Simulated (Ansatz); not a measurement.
H₃O₃Si, SMILES `[O][SiH](O)O` radical. Total charge 0; spin multiplicity 2. All single points use the PBE0-D4/def2-TZVP geometry. It is one conformer, not always the lowest.

```xyz
7

O     0.122   -1.599   -0.898
Si    0.092   -0.031   -0.363
O    -1.351    0.712   -0.378
O     0.639    0.064    1.175
H     0.951    0.570   -1.412
H    -1.814    0.803    0.456
H     1.360   -0.518    1.421
```

(1) What is the dipole moment at PBE/def2-TZVPP? (An estimate is asked.)

(2) And with r2SCAN, B3LYP, ωB97M-V? (Estimate.)

(3) Give the Mulliken charges with PBE, B3LYP, ωB97M-V in def2-TZVPP. (An estimate is asked.)

## Answers

(1) Computed: 2.10 D, with components (0.67, 0.70, 1.86) D in this frame, pointing from negative to positive charge.

(2) The calculation gave: r2SCAN 2.01 D, B3LYP 1.98 D, ωB97M-V 1.95 D.

(3) The calculation gave: 
```
atom    PBE  B3LYP  ωB97M-V
  O1  -0.29  -0.30    -0.29
 Si2   0.64   0.77     0.71
  O3  -0.35  -0.39    -0.38
  O4  -0.35  -0.39    -0.38
  H5  -0.06  -0.08    -0.04
  H6   0.20   0.20     0.19
  H7   0.20   0.20     0.19
```

B3LYP here is the variant with VWN-RPA as its local correlation; programs differ in this.
